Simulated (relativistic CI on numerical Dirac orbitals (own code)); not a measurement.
**Sn4+: calculation against measurement**

Calculated at this level of theory: Dirac-Coulomb-Breit CI, separate exchange-only KLI orbitals for each configuration, model QED, valence Slater integrals scaled by 0.85, P86 correlation energy added to each configuration (own radial code, finite nucleus).

Configuration list (outside the closed core [Kr]): 4d¹⁰, 4d⁹5s, 4d⁹4f, 4d⁹5p, 4d⁹5d, 4d⁹6s, 4d⁹6p, 4d⁹6d, 4d⁹5f, 4d⁹5g, 4d⁹6f, 4d⁹6g. Double excitations out of closed p, d and f shells are left out; levels of such configurations are missing from the list, as are those of other unlisted configurations, and high levels can miss mixing partners.

| Configuration | Term (tabulated) | J | Measured (cm⁻¹) | Computed | Error | Purity (%) |
| --- | --- | --- | --- | --- | --- | --- |
| 4d¹⁰ | 1S | 0 | 0.0 | 0 | 0 | 100 |
| 4d⁹5s | 3D | 3 | 182578.8 | 189402 | 6823 | 100 |
| 4d⁹5s | 3D | 2 | 185058.0 | 191912 | 6854 | 72 |
| 4d⁹5s | 3D | 1 | 191202.0 | 197804 | 6602 | 100 |
| 4d⁹5s | 1D | 2 | 193229.8 | 201011 | 7781 | 72 |
| 4d⁹5p | 3P° | 2 | 259372.1 | 265047 | 5675 | 87 |
| 4d⁹5p | 3F° | 3 | 262316.4 | 268140 | 5824 | 58 |
| 4d⁹5p | 3P° | 1 | 267996.0 | 273171 | 5175 | 89 |
| 4d⁹5p | 3F° | 4 | 268731.1 | 273806 | 5075 | 100 |
| 4d⁹5p | 3D° | 3 | 274376.8 | 279664 | 5287 | 70 |
| 4d⁹5p | 1P° | 1 | 276589.4 | 282130 | 5541 | 84 |
| 4d⁹5p | 3D° | 1 | 281169.1 | 286267 | 5098 | 75 |
| 4d⁹6s | 3D | 3 | 380266.5 | 402138 | 21872 | 100 |
| 4d⁹6s | 3D | 1 | 389285.0 | 410591 | 21306 | 100 |

Measured levels from Moore, Atomic Energy Levels, vol. III, NSRDS-NBS 35 (1971 reprint of NBS Circular 467, 1958); pairs were made by configuration, J and term (by order where the table uses no LS term), so strongly mixed levels may be paired wrongly. The analysis dates from before 1960.

Mean error by configuration (cm⁻¹): 4d⁹5s 7015; 4d⁹5p 5382; 4d⁹6s 21589. Over the excited levels the mean absolute error is 8378 cm⁻¹ (13 of the 16 excited levels that our extract of the source holds in range could be paired, and the others can miss by more), and the median relative error of those above 1,000 cm⁻¹ is 2.2 %.
